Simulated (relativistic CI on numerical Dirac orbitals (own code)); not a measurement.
# One change at a time: Sb4+

Base calculation: Dirac-Coulomb-Breit CI, orbitals from a KLI potential per configuration, model QED, valence Slater integrals scaled by 0.85, P86 correlation energy added to each configuration.

Configurations in the expansion (outside the closed core [Kr]): 4d¹⁰5s, 4d¹⁰5p, 4d¹⁰5d, 4d¹⁰5f, 4d¹⁰5g, 4d¹⁰6s, 4d⁹5s², 4d¹⁰4f, 4d¹⁰6p, 4d⁹5s4f, 4d¹⁰6d, 4d¹⁰7s, 4d⁸5s5p², 4d⁹5p², 4d¹⁰7p, 4d⁹5s5p. Levels of other configurations are missing.

The lowest level and the first level of each name with at least 55 % of one term (blank where a level has no safe partner in the second run):

| Level | Base (cm⁻¹) | Shift (cm⁻¹) |
| --- | --- | --- |
| 4d¹⁰5s ²S1/2 | 0 | 0 |
| 4d¹⁰5p ²P°1/2 | 79493 | -1369 |
| 4d¹⁰5p ²P°3/2 | 88025 | -1369 |
| 4d¹⁰5d ²D3/2 | 197097 | -2419 |
| 4d¹⁰5d ²D5/2 | 198151 | -2421 |
| 4d¹⁰6s ²S1/2 | 218614 | -2078 |
| 4d⁹5s² ²D5/2 | 231893 | -4145 |
| 4d⁹5s² ²D3/2 | 241795 | -4147 |
| 4d¹⁰4f ²F°7/2 | 243042 | -1695 |
| 4d¹⁰4f ²F°5/2 | 243312 | -1696 |
| 4d¹⁰6p ²P°1/2 | 247909 | -2594 |
| 4d¹⁰6p ²P°3/2 | 250937 | -2595 |
| 4d¹⁰6d ²D3/2 | 296018 | -3508 |
| 4d¹⁰6d ²D5/2 | 296498 | -3508 |
| 4d⁹5s5p ⁴P°5/2 | 296808 | -5136 |
| 4d⁹5s5p ⁴F°7/2 | 302454 | -5136 |
| 4d⁹5s5p ⁴P°3/2 | 303083 | -5136 |
| 4d¹⁰7s ²S1/2 | 304367 | -3477 |
| 4d⁹5s5p ⁴F°9/2 | 306778 | -5136 |
| 4d⁹5s5p ⁴F°3/2 | 307819 | -5136 |
| 4d¹⁰5f ²F°5/2 | 309349 | -2673 |
| 4d¹⁰5f ²F°7/2 | 309367 | -2101 |

At this charge configurations can still be misplaced by up to about 7 % of their energy. Levels and lines within the n = 5 or 6 shells can be off by up to 10 % or somewhat more, and those that change n by about 2 %, since core polarisation is missing. 6 of the 6 excited levels that our extract of the measured tables holds in this range could be paired (the sources list more); they are missed by 4501 cm⁻¹ on average and 6642 at most, and levels without a partner can miss by more.

(1) One thing was changed in a second run, which moved the levels as shown. Which?
A. valence Slater integrals scaled by 0.75
B. Breit term removed
C. no correlation estimate
D. one mean potential for all configurations
E. configuration mixing switched off
F. QED terms removed

Answers

(1) C. No correlation estimate. A correlation estimate moves all levels of a configuration together before mixing; mixed levels move by a weighted share.

LS names give the leading component of a level, which can be under half, so a name can repeat, a term be missing and a line seem to break the LS rules.
